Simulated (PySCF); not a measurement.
Isomers of C7H11PSi, mass 154.037 u with the commonest isotopes. Computed with PBE0/pcSseg-1 in PySCF (dipole) on a GFN2-xTB geometry, gas phase. One conformer each, none proved a minimum here; rigid rotors.

Question: Order these by out-of-plane moment Σ m c² = (Ia + Ib − Ic)/2, largest first.
A. `[CH3:1][CH2:2][c:3]1[cH:4][cH:5][c:6]([SiH3:7])[cH:8][p:9]1` with C1–C2–C3–C4 -85°
B. `[SiH3:1][c:2]1[cH:3][cH:4][p:5]([CH:6]2[CH2:7][CH2:8]2)[cH:9]1` with C4–P5–C6–C7 170°
C. `[CH3:1][c:2]1[cH:3][cH:4][c:5]([PH:6][SiH3:7])[cH:8][cH:9]1` with C4–C5–P6–Si7 -83°
D. `[CH2:1]=[CH:2][c:3]1[cH:4][c:5]([CH3:6])[c:7]([SiH3:8])[pH:9]1` with C1–C2–C3–C4 -174°
E. `[CH3:1][c:2]1[cH:3][cH:4][cH:5][cH:6][c:7]1[PH:8][SiH3:9]` with C6–C7–P8–Si9 -90°

Answer: E (78.48 u·Å²), C (76.47 u·Å²), B (45.35 u·Å²), A (27.22 u·Å²), D (6.61 u·Å²).

Question: Order these by rotational constant C, smallest first.
A. `[CH2:1]=[CH:2][c:3]1[cH:4][c:5]([CH3:6])[c:7]([SiH3:8])[pH:9]1` with C1–C2–C3–C4 -174°
B. `[CH3:1][c:2]1[cH:3][cH:4][cH:5][cH:6][c:7]1[PH:8][SiH3:9]` with C6–C7–P8–Si9 -90°
C. `[SiH3:1][c:2]1[cH:3][cH:4][p:5]([CH:6]2[CH2:7][CH2:8]2)[cH:9]1` with C4–P5–C6–C7 170°

Answer: C (554.6 MHz), A (574.8 MHz), B (702.9 MHz).

Question: Order these by rotational constant B, smallest first.
A. `[CH3:1][c:2]1[cH:3][cH:4][c:5]([PH:6][SiH3:7])[cH:8][cH:9]1` with C4–C5–P6–Si7 -83°
B. `[CH2:1]=[CH:2][c:3]1[cH:4][c:5]([CH3:6])[c:7]([SiH3:8])[pH:9]1` with C1–C2–C3–C4 -174°
C. `[SiH3:1][c:2]1[cH:3][cH:4][p:5]([CH:6]2[CH2:7][CH2:8]2)[cH:9]1` with C4–P5–C6–C7 170°
D. `[CH3:1][c:2]1[cH:3][cH:4][cH:5][cH:6][c:7]1[PH:8][SiH3:9]` with C6–C7–P8–Si9 -90°
E. `[CH3:1][CH2:2][c:3]1[cH:4][cH:5][c:6]([SiH3:7])[cH:8][p:9]1` with C1–C2–C3–C4 -85°

Answer: A (584.9 MHz), C (608.7 MHz), E (626.6 MHz), B (759.5 MHz), D (820.8 MHz).

```
                  SMILES  point group  Ia (u·Å²)  Ib (u·Å²)  Ic (u·Å²)      κ  μa (D)  μb (D)  μc (D)
    [SiH3]c1ccp(C2CC2)c1           C1     171.57     830.33     911.19  -0.95    0.78    0.31    0.99
        Cc1ccccc1P[SiH3]           C1     260.20     615.72     718.95  -0.81    0.61    0.29    0.67
C=Cc1cc(C)c([SiH3])[pH]1            –     227.01     665.37     879.17  -0.78    0.30    1.40    0.57
      Cc1ccc(P[SiH3])cc1           C1     179.56     863.98     890.61  -0.98    1.35    0.06    1.02
      CCc1ccc([SiH3])cp1           C1     176.32     806.51     928.39  -0.93    0.28    1.47    0.02
```
